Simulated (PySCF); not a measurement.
## How methods differ on the excitation energy of Ag²⁺

Ag²⁺ [Kr] 4d9 (2D) → Ag²⁺ [Kr] 4d8 5s1, s spin flipped, as a difference of total energies. All numbers are calculated (PySCF 2.14, the spin-free X2C one-electron Hamiltonian (Gaussian nucleus), in ANO-RCC-VTZP). Correlated levels: valence and next inner shell: [Ar] 3d10 frozen. The calculations carry no spin-orbit coupling.

```tsv
method	excitation energy (cm⁻¹)
UHF	66421
MP2 (valence and next inner shell)	71069
SCS-MP2 (valence and next inner shell)	70408
```

The upper determinant mixes two multiplicities, so it lies between the two terms.

The basis was made for the ground configuration and has no added diffuse functions, so the excitation energy can come out too high.
